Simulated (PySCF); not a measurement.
TaH₅, SMILES [TaH5] (connectivity only; charge and spin as stated), neutral, multiplicity 1.

The structure is a stationary point at PBE0-D3(BJ)/def2-TZVPD. The multiplicity is an assumed one; other spin states were not compared. The def2 effective core potentials stand for the cores of Ta; spin–orbit coupling is left out.

Calculation: PBE/def2-TZVPD in PySCF.

Symmetry labels are those of the subgroup C2v that the program uses (full group C4v).

Computed valence orbital energies around the gap with their symmetry:
```csv
orbital,symmetry,energy (eV)
HOMO−7,B1,-38.41
HOMO−6,B2,-38.41
HOMO−5,A1,-38.19
HOMO−4,A1,-9.57
HOMO−3,A1,-7.73
HOMO−2,A2,-7.69
HOMO−1,B2,-7.40
HOMO,B1,-7.40
LUMO,A1,-4.05
LUMO+1,B1,-2.96
LUMO+2,B2,-2.96
LUMO+3,A1,-2.89
```
